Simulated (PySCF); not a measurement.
**A search over the determinants of NaHg⁺**

Unrestricted PBE0; basis Na def2-SVP, Hg def2-SVP with ECP60; scalar-relativistic core potentials; PySCF 2.14. Outer shells of the fragments: Na+ closed shells only; Hg 5d10 6s2.

Followed along the bond (rough minima from three points):

| 2Ms+1 | unpaired | ⟨S²⟩ at the start | R at minimum (Å) | Te (eV) |
| --- | --- | --- | --- | --- |
| 1 | none | 0.00 | 3.10 | 0.00 |
| 3 | σ ↑↑ | 2.00 | none in the scan | ≤ 4.53 |

Solutions found at the starting distance of 3.050 Å, counted from the lowest of them; the search is not exhaustive and high or unbound solutions are not listed, so other states can lie among these:

| 2Ms+1 | unpaired | term | E (eV) | ⟨S²⟩ | ⟨Lz²⟩ | μ (D) |
| --- | --- | --- | --- | --- | --- | --- |
| 1 | none | ¹Σ⁺ | 0.00 | 0.00 | 0.00 | -10.52 |
| 3 | σ ↑↑ | ³Σ⁺ | 4.71 | 2.00 | 0.00 | -7.25 |
| 3 | σ ↑, π ↑ | ³Π | 5.78 | 2.00 | 1.01 | -9.77 |
| 1 | σ ↑, π ↓ | mixed | 6.32 | 1.00 | 1.00 | -9.00 |
| 3 | σ ↑, π ↑ | ³Π | 9.58 | 2.00 | 1.00 | -7.61 |
| 3 | σ ↑, δ ↑ | ³Δ | 9.72 | 2.00 | 4.00 | -7.12 |

A term symbol is given only where ⟨S²⟩ and ⟨Lz²⟩ are close to those of a pure state; real π, δ and φ orbitals otherwise mix terms. A positive dipole points towards Hg; it is taken about the centre of mass and depends on that origin.

Spin–orbit coupling is left out. Counting both spins, an empty level lies below a filled one in some of these solutions, because spin and occupation are held.
